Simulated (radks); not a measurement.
Results of a calculation; reference values are marked as such.
Radial electron density D(r) = 4 pi r^2 rho(r) of an atom or ion with 33 electrons. Code: a radial shooting solver on a logarithmic mesh with Libxc functionals. Model: scalar-relativistic Kohn-Sham, PBE, spin-unpolarised, spherical densities, finite nucleus; Fermi nuclear charge, rms radius of each element as measured or else 0.836 A^(1/3) + 0.57 fm.

r (bohr),D(r) (e/bohr)
0.001319,0.9719
0.001703,1.544
0.002218,2.465
0.002865,3.837
0.003701,5.889
0.004781,8.871
0.006225,13.20
0.008042,18.81
0.01039,25.75
0.01353,33.76
0.01747,41.11
0.02257,46.23
0.02916,47.43
0.03796,44.44
0.04904,40.37
0.06335,40.27
0.08249,47.21
0.1066,55.84
0.1376,56.16
0.1778,45.17
0.2315,34.23
0.2991,35.75
0.3863,41.26
0.503,35.11
0.6498,20.16
0.8394,9.573
1.084,6.319
1.412,4.553
1.824,2.071
2.356,0.4866
3.068,0.04717
3.963,0.001744

What is the nuclear charge?

Answer. Z = 38. The innermost maximum, from 1s, lies near gamma/Z bohr with gamma = sqrt(1 - (Z/c)^2) = 0.961, here 0.0253 bohr (found: 0.0276), and its height grows with Z. The density is that of the strontium ion Sr5+ in [Ar] 3d10 4s2 4p3; the configuration itself is not fixed sharply by these data, and Z only to a few units. D(r) has 3 maxima, at r = 0.0276, 0.122, 0.396 bohr, and minima at 0.0562, 0.253 bohr, inside which lie 2.05, 11.03 electrons.
